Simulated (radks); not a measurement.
The numbers below are computed, except where a source is named.
Question: The mean radii <r> (bohr) of the occupied orbitals of an atom or ion are listed with their occupations. Level of theory: Dirac Kohn-Sham, BLYP, spin-unpolarised, spherical densities, point nucleus (a radial shooting solver on a logarithmic mesh with Libxc functionals).

| orbital | occ. | <r> |
|---|---|---|
| 1s1/2 | 2 | 0.01631 |
| 2s1/2 | 2 | 0.06805 |
| 2p1/2 | 2 | 0.05588 |
| 2p3/2 | 4 | 0.06468 |
| 3s1/2 | 2 | 0.1770 |
| 3p1/2 | 2 | 0.1674 |
| 3p3/2 | 4 | 0.1835 |
| 3d3/2 | 4 | 0.1595 |
| 3d5/2 | 6 | 0.1644 |
| 4s1/2 | 2 | 0.3915 |
| 4p1/2 | 2 | 0.3931 |
| 4p3/2 | 4 | 0.4275 |
| 4d3/2 | 4 | 0.4334 |
| 4d5/2 | 6 | 0.4445 |
| 5s1/2 | 2 | 0.8774 |
| 4f5/2 | 6 | 0.4646 |
| 4f7/2 | 8 | 0.4711 |
| 5p1/2 | 2 | 0.9414 |
| 5p3/2 | 4 | 1.036 |
| 5d3/2 | 4 | 1.354 |
| 5d5/2 | 6 | 1.410 |
| 6s1/2 | 2 | 2.399 |

Name the element and its charge. Open shells, if any, fill j = l - 1/2 first.

Answer: Z = 81, thallium, charge +1: Tl+ in [Hg]. The 1s radius gives Z: for a bare nucleus <r> = (2 gamma + 1)/(2Z) with gamma = sqrt(1 - (Z/c)^2), 0.01613 bohr for Z = 81, and screening makes it slightly larger (0.01631 here). The occupations add up to 80, and the charge is Z minus that.
